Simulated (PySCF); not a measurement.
Vibration and rotation of SrAl⁺

RHF-CCSD(T) constants of SrAl⁺, ¹Σ⁺ (singlet), closed shell (PySCF, scalar-relativistic core potentials, basis sets Sr def2-SVP with ECP28, Al def2-SVP; masses 87.9056 and 26.9815 u):

- ωe: 131.7 cm⁻¹
- ωexe: 0.607 cm⁻¹
- Be: 0.060594 cm⁻¹
- αe: 0.000368 cm⁻¹
- D (centrifugal): 5.13e-08 cm⁻¹
- De to Sr⁺ + Al: 1.23 eV

Task: Estimate the standard entropy (1 bar) and heat capacity of the ideal gas at 298.15 K, rigid rotor with B0 and harmonic oscillator at the fundamental.

Result: Translation (Sackur–Tetrode, M = 114.89 u): 168.0 J/(mol K). Rotation: q = kT/(σB0) = 3430 with σ = 1, 76.0. Vibration: x = hcν0/kT = 0.630, 12.30. S° = 256.3 J/(mol K); Cp = 7R/2 + 8.05 = 37.1 J/(mol K).

Correlated steps freeze 5 core orbitals. Correlated levels converge slowly with the basis: in double zeta they bind strong bonds too weakly, by up to about 1 eV, and carry superposition errors of some tenths. For an ion De counts to the pair picked by the measured ionisation energies or electron affinities, which need not be the lowest pair at this level. Where the molecule has an RHF reference, its open-shell atoms are computed with UHF. The CCSD T1 diagnostic is raised, a sign that a single reference may not be enough here.
